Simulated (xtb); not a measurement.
Input file for xtb: GFN1-xTB on AlH5OSi (SMILES [AlH2][O][SiH3]).

```
$ xtb mol.xyz --gfn 1 --sp --chrg 0 --uhf 0
8

Al     1.81491213    -0.33792452     0.32097435
O      0.18504717    -0.03844876     0.01462399
Si    -1.39353036     0.25879335    -0.24873627
H      2.17899822    -1.29925995     1.51209465
H      2.87986057     0.36192116    -0.60163869
H     -1.59609146     1.68956499    -0.58062615
H     -2.18881554    -0.06425012     0.96038301
H     -1.88038072    -0.57039616    -1.37707491
```

Give the final energy of this run.

-10.6817 hartree.
